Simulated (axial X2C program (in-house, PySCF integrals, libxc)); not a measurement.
**What spin–orbit coupling does to TiAs**

Computed with an in-house relativistic program for diatomic molecules. Spin-free means the one-electron spin-free X2C Hamiltonian; two-component (2c) means X2C with spin–orbit coupling and atomic mean-field two-electron Coulomb and Gaunt terms, so the difference of the two also holds small scalar two-electron terms. Basis: As dyall-cv3z [9s9p6d4f1g], Ti dyall-cv3z [10s10p6d4f2g] (cores contracted in-house); Gaussian nuclei, density fitting, unrestricted open shells. Masses: As 74.922 u, Ti 47.948 u.

Spin-free state: M_S = 1/2, Λ = 3 (beyond evenly filled blocks: σα, π+α, π+β, π-β, δ+α); fragments As + Ti.

```csv
level,Re (Å),ωe (cm⁻¹),De (eV),μ (D)
M06,2.361,319.4,1.969,3.44
```

Dipoles are positive if Ti is the positive end.

Two-component determinant lowest at the distance of the search:

Ω = 5/2 (⟨Sz⟩ = -0.50, ⟨Lz⟩ = 3.00 at M06); fragments As + Ti.

```json
{"level": "M06", "Re (Å)": "2.359", "ωe (cm⁻¹)": "321.7", "μ (D)": "3.44"}
```

(1) From the two tables, how do the constants change at the M06 level (2c against spin-free)?

The state is one determinant whose occupation by symmetry is held fixed; it was picked as the lowest of a PBE0 search that is not exhaustive. De is counted from the lowest determinant-based energies of the atoms at the same level, without counterpoise correction. De is not given where an atomic determinant may have missed its ground term or J level, or where the truncated virtual space spoils (T). Density functionals use the spin component along the axis (collinear). PBE0 can misorder states that lie within some tenths of an eV, so this need not be the ground state of the molecule. The nearest other spin-free determinant of the search, M_S = 1/2, Λ = 1, lies 0.07 eV up at the distance of the search. Without a current term, density functionals place determinants with orbital angular momentum somewhat too high. With several unpaired electrons one determinant need not be a pure state. A state of lower Ω lies just above, and one determinant can place such states too high, so the state shown need not be the lowest. The search has Ω = 1/2 only 0.07 eV up. The determinant is spin-polarised beyond a pure state at some levels (its spin-free form has ⟨S²⟩ too high), which makes Re and μ there less reliable.

Results:

(1) At the M06 level Re decreases by 0.002 Å and ωe increases by 2.3 cm⁻¹.
